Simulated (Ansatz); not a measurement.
Isolated molecules relaxed with PBE0-D4/def2-TZVP in Ansatz; ΔE leaves out vibrations. CCSD(T)/CBS is the MP2 limit (def2-TZVPP, def2-QZVPP) plus CCSD(T) − MP2 in def2-TZVPP, frozen cores. DFT in def2-TZVPP. Elements past krypton have def2 core potentials. For Ge, Mo outer-core shells are correlated without core-valence functions, which leaves a few kJ/mol of doubt a bond. Scalar relativity is left out up to krypton.

Consider the redistribution: `[O]=[Mo]([F])([F])([F])[Cl]` + `Cl[SiH](Cl)[GeH3]` → `[O]=[Mo]([F])([F])([Cl])[Cl]` + `F[SiH](Cl)[GeH3]`.

```
     level  ΔE (kcal/mol)
r2SCAN0-D4           -5.2
   r2SCANh           -4.9
```

(1) What does CCSD(T)/CBS give? (Estimate.)

(2) What do rigid-rotor, harmonic-oscillator terms from PBE0-D4/def2-TZVP frequencies (298.15 K, 1 bar) make of the CCSD(T)/CBS value? (Best estimate.)

Largest T1 diagnostic among the species: 0.024, so the coupled-cluster value is less sure than usual.

Answers

(1) The calculation gave: -7.2 kcal/mol. The listed levels differ from it by 2.0, 2.3 kcal/mol.

(2) Ansatz gave: ΔZPE = +0.1 kcal/mol, ΔH = -7.1 kcal/mol, ΔS = 1 J/(mol·K), ΔG = -7.1 kcal/mol.

At CCSD(T), def2-SVP lies +3.9 kcal/mol from the extrapolated value and def2-TZVPP +0.7 kcal/mol. In def2-TZVPP, CCSD(T) changes the Hartree–Fock value by −1.1 kcal/mol (the triples alone add −0.6 kcal/mol) and MP2 by −3.9 kcal/mol.
